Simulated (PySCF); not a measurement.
C2H6N, SMILES CC[NH] (connectivity only; charge and spin as stated), charge -1, multiplicity 1. Coordinates come from a PBE-D3(BJ)/def2-SVPD optimisation. The multiplicity is an assumed one; other spin states were not compared. The isomer is the one that the SMILES or the coordinates give; other isomers of the formula were not compared. Other conformers were not sampled.

All values below come from PBE-D3(BJ)/def2-SVPD in PySCF 2.14.0.

Harmonic wavenumbers (cm⁻¹): 257, 319, 416, 751, 793, 978, 994, 1105, 1198, 1254, 1272, 1286, 1354, 1363, 1397, 2473, 2769, 2814, 2956, 2998, 3295. Rotational constants (GHz): 35.09, 9.001, 8.082; symmetry number 1.

**Question.** Work out the zero-point energy and the ideal-gas rigid-rotor harmonic-oscillator thermochemistry at 298.15 K and 1 atm.

**Answer.** ZPE = ½ Σ hcν = ½ × 32043 cm⁻¹ = 191.66 kJ/mol. H − E(el) = 205.58 kJ/mol. Entropy in J/(mol K): translation 155.96, rotation 93.55, vibration 20.17, total 269.68. G − E(el) = 125.17 kJ/mol. Cp = 68.12 J/(mol K).
